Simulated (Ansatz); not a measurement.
Total energies of Al2Cu3⁺ (the lowest singlet isomer of a short search) from Ansatz at PBE-D4/def2-TZVP, gas phase (1 Eh = 27.2114 eV = 2625.5 kJ/mol). The reference geometry is relaxed at r2SCAN-D4/def2-SVP.

```xyz
5

Al   -1.462   -0.192   -0.005
Al    0.626    1.209    0.567
Cu    0.825   -1.003   -0.554
Cu    0.111   -0.855    1.689
Cu   -0.099    0.841   -1.697
```

```
           state                       geometry  energy (Eh)
charge 1 singlet                      reference  -5405.34695
charge 0 doublet                      reference  -5405.55814
charge 1 triplet  relaxed at r2SCAN-D4/def2-SVP  -5405.30038
charge 1 quintet  relaxed at r2SCAN-D4/def2-SVP  -5405.24151
```

(1) Work out the vertical electron affinity, to the doublet.

(2) Which of the charge 1 states is lowest, and how far above it are the others?

(1) E(charge 1 singlet) − E(charge 0 doublet) = -5405.34695 − (-5405.55814) = 0.21119 Eh = 5.75 eV.

(2) The singlet. triplet: -5405.30038 − (-5405.34695) = 0.04657 Eh = 122.3 kJ/mol; quintet: -5405.24151 − (-5405.34695) = 0.10544 Eh = 276.8 kJ/mol. The quintet differs in its bonds from the reference.

The structure comes from a short search, and lower isomers may exist.
